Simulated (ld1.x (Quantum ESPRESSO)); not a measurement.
# Before and after: TM potential for Li (Z = 3)

```json
{
 "Element": "Li",
 "Generator": "ld1.x (Quantum ESPRESSO) 7.5",
 "Type": "norm-conserving Troullier–Martins (Kleinman–Bylander form)",
 "Functional": "PBE",
 "Relativity": "scalar-relativistic",
 "Frozen core": "none",
 "Valence charge": "3",
 "Reference configuration": "1s2 2s1 2p0",
 "Partial waves": "2p (bound, empty): rc 4.20 bohr; 1s (bound): rc 0.70 bohr",
 "Local potential": "the s channel",
 "Core correction": "none"
}
```

Occupied shells without a wave of their own: 2s. They enter only through the test configuration that unscreens the potential.

All-electron outer shells of the reference configuration (PBE, scalar-relativistic, ld1.x):

| shell | level (eV) | outermost node (bohr) | outermost maximum (bohr) |
| --- | --- | --- | --- |
| 1s | -51.85 | – | 0.36 |
| 2s | -2.87 | 0.83 | 3.12 |
| 2p | -1.09 | – | 3.81 |

Change: all radii scaled by about 1.40 (s 0.98, p 5.88 bohr).

Cutoffs: the cutoffs (Ry, on a coarse ladder) from which the occupation-weighted sum of valence levels, in a spherical-Bessel basis at the reference potential, stays within 10 and 1 mRy of its value at 400 Ry; they do not see the model core or the augmentation charge, which bear on the density cutoff. Errors are all-electron minus pseudo energies relative to the spin-unpolarised reference configuration.

What does the change do?

Of the 4 tests that both files solve, the error grows in 4 and shrinks in 0 by more than 15 % and 0.3 meV (median size 15.0 → 70.0 meV); neither file shows a bound ghost. More of the atom is replaced by a form fitted at one configuration, so other configurations suffer.

| quantity | base | changed |
| --- | --- | --- |
| cutoff, loose | 160 Ry | 90 Ry |
| cutoff, tight | over 300 Ry | 180 Ry |
| bound ghosts | none | none |
| largest miss of a reference level, eV | 0.01 | 0.06 |
| error for 1s2 2s0 2p0, meV [ΔE 5.30 eV] | +22 | +98 |
| error for 1s2 2s0.5 2p0, meV [ΔE 2.05 eV] | +8.2 | +37 |
| error for 1s2 2s0 2p1, meV [ΔE 1.79 eV] | +7.5 | +42 |
| error for 1s1 2s1 2p0, meV [ΔE 68.41 eV] | +116 | +372 |

Changed file: The 2s level has no wave, so the channel is fitted at the deeper level alone: the likely source of the large errors.
